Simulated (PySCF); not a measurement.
PySCF job for B(H)(Cl)(OH) (BClH₂O), SMILES OBCl, TDA-ωB97X/def2-SVPD. Coordinates come from a B3LYP-D3(BJ)/def2-TZVP optimisation. One conformer was computed; it need not be the lowest.

```python
import numpy as np
from pyscf import gto, scf, dft, tdscf

mol = gto.M(
    atom='''
    B     0.57524373   -0.57216294    0.00000000
    H     1.75093069   -0.71281928    0.00000000
    Cl   -0.09733792    1.07154967    0.00000000
    O    -0.22536426   -1.64935660    0.00000000
    H    -1.16949056   -1.44785764    0.00000000
    ''',
    basis='def2-SVPD',
    charge=0,
    spin=0,
    symmetry=True,
    max_memory=1600,
    verbose=4,
)
mf = dft.RKS(mol, xc='wb97x').density_fit(auxbasis='def2-universal-jkfit')
mf.grids.level = 3
mf.conv_tol = 1e-9
mf.max_cycle = 100
mf.kernel()
mf.grids = dft.Grids(mol).set(level=1).build(with_non0tab=True)  # coarser grid for the response kernel
td = tdscf.TDA(mf)
td.singlet = True
td.nstates = 10
td.conv_tol = 1e-4
td.kernel(x0=td.get_init_guess(mf, 15))
td.analyze()
tt = tdscf.TDA(mf)
tt.singlet = False
tt.nstates = 4
tt.conv_tol = 1e-4
tt.kernel(x0=tt.get_init_guess(mf, 9))
tt.analyze(verbose=3)
```

Output:

```
PySCF version 2.14.0

[INPUT] verbose = 4
[INPUT] num. atoms = 5
[INPUT] num. electrons = 32
[INPUT] charge = 0
[INPUT] spin (= nelec alpha-beta = 2S) = 0
[INPUT] symmetry True subgroup None
[INPUT] Mole.unit = angstrom
[INPUT] Symbol           X                Y                Z      unit          X                Y                Z       unit  Magmom
[INPUT]  1 B      0.575243730000  -0.572162940000   0.000000000000 AA    1.087053104573  -1.081231255226   0.000000000000 Bohr   0.0
[INPUT]  2 H      1.750930690000  -0.712819280000   0.000000000000 AA    3.308779467196  -1.347033215510   0.000000000000 Bohr   0.0
[INPUT]  3 Cl    -0.097337920000   1.071549670000   0.000000000000 AA   -0.183942010335   2.024935405168   0.000000000000 Bohr   0.0
[INPUT]  4 O     -0.225364260000  -1.649356600000   0.000000000000 AA   -0.425876729665  -3.116832255744   0.000000000000 Bohr   0.0
[INPUT]  5 H     -1.169490560000  -1.447857640000   0.000000000000 AA   -2.210016863664  -2.736054406959   0.000000000000 Bohr   0.0

nuclear repulsion = 84.3925535779127
point group symmetry = Cs
symmetry origin: [ 3.54323645e-09 -1.77161819e-09  0.00000000e+00]
symmetry axis x: [ 1.00000000e+00 -3.44020495e-09  0.00000000e+00]
symmetry axis y: [3.44020495e-09 1.00000000e+00 0.00000000e+00]
symmetry axis z: [0. 0. 1.]
num. orbitals of irrep A' = 61
num. orbitals of irrep A" = 25
number of shells = 36
number of NR pGTOs = 128
number of NR cGTOs = 86
basis = def2-SVPD
ecp = {}


[settings echo left out]
init E= -561.525650478532
HOMO (A') = -0.406837093565466  LUMO (A") = -0.00546037307421621  gap/eV = 10.92202
cycle= 1 E= -561.259040337177  delta_E= 0.267  |g|= 0.585  |ddm|= 2.32
HOMO (A') = -0.391497220584859  LUMO (A") = 0.0524008288575533  gap/eV = 12.07908
cycle= 2 E= -561.267491599907  delta_E= -0.00845  |g|= 0.611  |ddm|= 0.978
HOMO (A') = -0.424535600863559  LUMO (A") = 0.0590069473875965  gap/eV = 13.15786
cycle= 3 E= -561.33400645457  delta_E= -0.0665  |g|= 0.0531  |ddm|= 0.477
HOMO (A') = -0.432061641577949  LUMO (A") = 0.0674035754883535  gap/eV = 13.59114
cycle= 4 E= -561.334697771984  delta_E= -0.000691  |g|= 0.0193  |ddm|= 0.0986
HOMO (A') = -0.429441199640535  LUMO (A") = 0.0662986175163276  gap/eV = 13.48977
cycle= 5 E= -561.334816061359  delta_E= -0.000118  |g|= 0.00367  |ddm|= 0.0287
HOMO (A') = -0.429662589363475  LUMO (A") = 0.066739540582001  gap/eV = 13.50779
cycle= 6 E= -561.334821954562  delta_E= -5.89e-06  |g|= 0.000782  |ddm|= 0.00825
HOMO (A') = -0.429684848280881  LUMO (A") = 0.0665750382556558  gap/eV = 13.50392
cycle= 7 E= -561.334822317929  delta_E= -3.63e-07  |g|= 0.000164  |ddm|= 0.00173
HOMO (A') = -0.429667901205348  LUMO (A") = 0.0666102767878143  gap/eV = 13.50442
cycle= 8 E= -561.33482233604  delta_E= -1.81e-08  |g|= 4.35e-05  |ddm|= 0.000392
HOMO (A') = -0.429675423196087  LUMO (A") = 0.0666090266340023  gap/eV = 13.50459
cycle= 9 E= -561.334822337275  delta_E= -1.23e-09  |g|= 1.06e-05  |ddm|= 0.000117
HOMO (A') = -0.429673479871341  LUMO (A") = 0.0666091216849769  gap/eV = 13.50454
cycle= 10 E= -561.334822337353  delta_E= -7.82e-11  |g|= 2.55e-06  |ddm|= 3.52e-05
HOMO (A') = -0.429673742573107  LUMO (A") = 0.0666089980370796  gap/eV = 13.50454
Extra cycle  E= -561.334822337362  delta_E= -8.64e-12  |g|= 1.06e-06  |ddm|= 6.02e-06
converged SCF energy = -561.334822337362
tot grids = 21624


******** <class 'pyscf.tdscf.rks.TDA'> for <class 'pyscf.df.df_jk.DFSymAdaptedRKS'> ********
nstates = 10 singlet
deg_eia_thresh = 1.000e-03
wfnsym = None
conv_tol = 0.0001
eigh lindep = 1e-12
eigh level_shift = 0
eigh max_cycle = 100


Excitation energies (eV)
[ 7.39544185  8.16282479  8.41277894  9.07880956  9.17342458  9.74607026
  9.81669029  9.93914366 10.23513987 10.4527675 ]

** Singlet excitation energies and oscillator strengths **
Excited State   1:   A"      7.39544 eV    167.65 nm  f=0.0035
      16 -> 17        0.69647
Excited State   2:   A"      8.16282 eV    151.89 nm  f=0.0077
      14 -> 17       -0.69684
Excited State   3:   A'      8.41278 eV    147.38 nm  f=0.0991
      15 -> 17       -0.65418
      16 -> 18        0.16966
Excited State   4:   A'      9.07881 eV    136.56 nm  f=0.1152
      15 -> 17       -0.15154
      16 -> 18       -0.59916
      16 -> 20       -0.21638
      16 -> 22        0.16545
Excited State   5:   A"      9.17342 eV    135.16 nm  f=0.0134
      13 -> 18       -0.12977
      15 -> 18        0.63850
      15 -> 20        0.10919
      15 -> 22       -0.14518
Excited State   6:   A'      9.74607 eV    127.21 nm  f=0.0357
      14 -> 18        0.44265
      14 -> 19       -0.15909
      16 -> 19       -0.32593
      16 -> 20       -0.29859
Excited State   7:   A'      9.81669 eV    126.30 nm  f=0.0042
      14 -> 18       -0.44164
      16 -> 18        0.19760
      16 -> 19       -0.18075
      16 -> 20       -0.38047
      16 -> 22       -0.12672
      16 -> 29       -0.11305
Excited State   8:   A"      9.93914 eV    124.74 nm  f=0.0644
      13 -> 18       -0.17769
      15 -> 19       -0.42359
      15 -> 20       -0.43832
      15 -> 24        0.20237
      15 -> 29       -0.10640
Excited State   9:   A'     10.23514 eV    121.14 nm  f=0.1239
      14 -> 18        0.11073
      16 -> 19        0.52993
      16 -> 20       -0.32474
      16 -> 22       -0.17341
Excited State  10:   A"     10.45277 eV    118.61 nm  f=0.0040
      12 -> 17        0.65141
      13 -> 18       -0.10927
      15 -> 20        0.12187
      15 -> 22        0.10176

** Transition electric dipole moments (AU) **
state          X           Y           Z        Dip. S.      Osc.
  1        -0.0000      0.0000      0.1386      0.0192      0.0035
  2         0.0000     -0.0000      0.1963      0.0385      0.0077
  3         0.2149     -0.6592     -0.0000      0.4807      0.0991
  4        -0.4929     -0.5243      0.0000      0.5178      0.1152
  5        -0.0000     -0.0000      0.2446      0.0598      0.0134
  6        -0.1828      0.3409     -0.0000      0.1496      0.0357
  7        -0.0166      0.1318      0.0000      0.0176      0.0042
  8        -0.0000      0.0000     -0.5141      0.2643      0.0644
  9        -0.6480      0.2727      0.0000      0.4943      0.1239
 10        -0.0000      0.0000      0.1249      0.0156      0.0040

** Transition velocity dipole moments (imaginary part, AU) **
state          X           Y           Z        Dip. S.      Osc.
  1         0.0000      0.0000      0.0115      0.0001      0.0003
  2         0.0000     -0.0000      0.0242      0.0006      0.0013
  3         0.0378     -0.0878     -0.0000      0.0091      0.0197
  4        -0.1566     -0.1351      0.0000      0.0428      0.0855
  5        -0.0000      0.0000      0.0603      0.0036      0.0072
  6        -0.0844      0.0956      0.0000      0.0162      0.0302
  7        -0.0579     -0.0099      0.0000      0.0034      0.0064
  8        -0.0000      0.0000     -0.2134      0.0455      0.0831
  9        -0.2256      0.1119      0.0000      0.0634      0.1124
 10         0.0000      0.0000      0.0331      0.0011      0.0019

** Transition magnetic dipole moments (imaginary part, AU) **
state          X           Y           Z
  1         0.1171      0.8474     -0.0000
  2         0.9357      0.8147      0.0000
  3         0.0000     -0.0000      0.4222
  4        -0.0000      0.0000     -0.6304
  5        -0.7939      0.0641     -0.0000
  6         0.0000      0.0000      0.4241
  7        -0.0000      0.0000     -0.5424
  8         0.1320      0.0881     -0.0000
  9         0.0000     -0.0000      0.4842
 10        -0.4023      0.8595     -0.0000


******** <class 'pyscf.tdscf.rks.TDA'> for <class 'pyscf.df.df_jk.DFSymAdaptedRKS'> ********
nstates = 4 triplet
deg_eia_thresh = 1.000e-03
wfnsym = None
conv_tol = 0.0001
eigh lindep = 1e-12
eigh level_shift = 0
eigh max_cycle = 100


Excitation energies (eV)
[7.01495578 7.35984442 7.70098625 8.56290515]

** Triplet excitation energies and oscillator strengths **
Excited State   1:   A"      7.01496 eV    176.74 nm  f=0.0000
Excited State   2:   A'      7.35984 eV    168.46 nm  f=0.0000
Excited State   3:   A"      7.70099 eV    161.00 nm  f=0.0000
Excited State   4:   A'      8.56291 eV    144.79 nm  f=0.0000
```

The calculation finished and met its thresholds.

Cost: very roughly 23 core-seconds.
